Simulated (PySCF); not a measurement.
Cd(OH)2 (CdH₂O₂), SMILES [OH][Cd][OH]. Atoms are numbered in the order given.

```xyz
5

Cd     0.0000     0.0000     0.0113
O      0.0000     1.9687    -0.1259
H      0.0000     2.3965     0.7368
O      0.0000    -1.9687    -0.1259
H      0.0000    -2.3965     0.7368
```

Geometry: B3LYP-D3(BJ)/def2-TZVP. A frequency run showed that this geometry is not a minimum. The def2 effective core potentials stand for the cores of Cd; spin–orbit coupling is left out. Other conformers were not sampled.

Computed with CAM-B3LYP/def2-TZVPD in PySCF.

Computed frontier levels, gap, dipole moment and polarisability:
| Item | Value |
|---|---|
| highest occupied level | -9.50 eV |
| lowest empty level | -0.87 eV |
| orbital gap | 8.63 eV |
| dipole moment | 2.67 D |
| quadrupole, principal values (traceless, Buckingham form, about the centre of nuclear charge) | -10.47, 2.55, 7.92 D·Å |
| mean static polarisability | 38.8 bohr³ (5.74 Å³) |
| polarisability, principal values | 31.3, 31.3, 53.7 bohr³ |
